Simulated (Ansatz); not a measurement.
All numbers were calculated with Ansatz.

A structure relaxed at PBE0-D4/def2-TZVP, charge 0, multiplicity 1:

| atom | x (Å) | y (Å) | z (Å) |
| --- | --- | --- | --- |
| Si1 | -0.962 | 2.233 | 0.854 |
| Si2 | -0.909 | 0.128 | -0.173 |
| N3 | 0.722 | -0.362 | -0.438 |
| Ge4 | 1.365 | -2.086 | -0.479 |
| H5 | -0.384 | 2.175 | 2.224 |
| H6 | -2.356 | 2.748 | 0.944 |
| H7 | -0.159 | 3.203 | 0.055 |
| H8 | -1.537 | -0.899 | 0.704 |
| H9 | -1.739 | 0.193 | -1.416 |
| H10 | 1.345 | 0.323 | -0.840 |
| H11 | 1.267 | -2.701 | -1.891 |
| H12 | 2.840 | -2.056 | -0.044 |
| H13 | 0.508 | -2.898 | 0.501 |

(1) Give its formula and SMILES.

(2) Point group (tolerance 0.08 Å, 0.16 Å for H)?

(3) Summarise the bond lengths by kind.

Answers

(1) GeH9NSi2, `[SiH3][SiH2][NH][GeH3]`.

(2) C1.

(3) 1 × Si–Si 2.343 Å; 5 × H–Si 1.488 to 1.496 Å; 1 × N–Si 1.723 Å; 1 × Ge–N 1.841 Å; 1 × H–N 1.009 Å; 3 × Ge–H 1.534 to 1.543 Å.
